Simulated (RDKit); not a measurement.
Input file for RDKit: MMFF94 on C2H4O (a complex), monomers drawn apart or pushed together.

```python
from rdkit import Chem
from rdkit.Chem import AllChem, rdDetermineBonds

blocks = [
'''3

O     0.08451706   -0.31129143   -0.10994372
H     0.94369633   -0.13828417   -0.50903880
H    -0.54012803    0.24480787   -0.58740955
''',
'''4

C    -0.08675767   -0.07350383    3.96113666
C    -0.12001839    0.07204404    5.15016615
H    -0.05546704   -0.19676361    2.89911143
H    -0.15061183    0.19690506    6.20475834
''',
]
mol = None
for b in blocks:
    f = Chem.MolFromXYZBlock(b)
    rdDetermineBonds.DetermineBonds(f, charge=0)
    mol = f if mol is None else Chem.CombineMols(mol, f)
Chem.SanitizeMol(mol)
print(Chem.MolToSmiles(Chem.RemoveHs(mol)))
ff = AllChem.MMFFGetMoleculeForceField(mol, AllChem.MMFFGetMoleculeProperties(mol), nonBondedThresh=100.0, ignoreInterfragInteractions=False)
e = ff.CalcEnergy()
print(f'MMFF94 energy {e:.6f} kcal/mol')
```

It printed:

```
C#C.O
MMFF94 energy 1.397885 kcal/mol
```

The run finished.

Cost: roughly 0.04 core-seconds.
